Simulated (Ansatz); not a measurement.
Isolated molecules relaxed with PBE0-D4/def2-TZVP in Ansatz; ΔE leaves out vibrations. CBS: MP2 limit from def2 TZ/QZ plus the TZ coupled-cluster correction, frozen cores. This one scheme is used for every species. Functionals use def2-TZVPP. B3LYP here is the variant with VWN-RPA as its local correlation; programs differ in this. One conformer a species, not always the lowest.

`O[SiH2][SiH](O)Cl` + H–F → `O[SiH2][SiH](F)Cl` + H₂O  (ligand exchange at the Si–O bond)

Problem. Is it downhill or uphill in electronic energy at CCSD(T)/CBS, and by how much? (An estimate is asked.)

Solution. Computed: Downhill: ΔE = -37.4 kJ/mol.

Problem. What do these levels give: B3LYP-D4, ωB97M-V, r2SCAN, MP2/def2-QZVPP, SCS-MP2/def2-QZVPP, MP2/CBS(def2)? (Best estimate.)

Solution. The calculation gave: B3LYP-D4 -38.4, ωB97M-V -37.9, r2SCAN -40.0, MP2/def2-QZVPP -35.2, SCS-MP2/def2-QZVPP -38.0, MP2/CBS(def2) -35.4 kJ/mol.

Largest T1 diagnostic among the species: 0.012.

The D4 term adds +3.5 kJ/mol with B3LYP and +1.9 kJ/mol with PBE0; it sums over pairs of atoms, weighted by their polarisabilities, and B3LYP, whose exchange is more repulsive, gets the larger term. In def2-TZVPP, CCSD(T) changes the Hartree–Fock value by +7.8 kJ/mol (the triples alone add +1.2 kJ/mol) and MP2 by +9.9 kJ/mol.
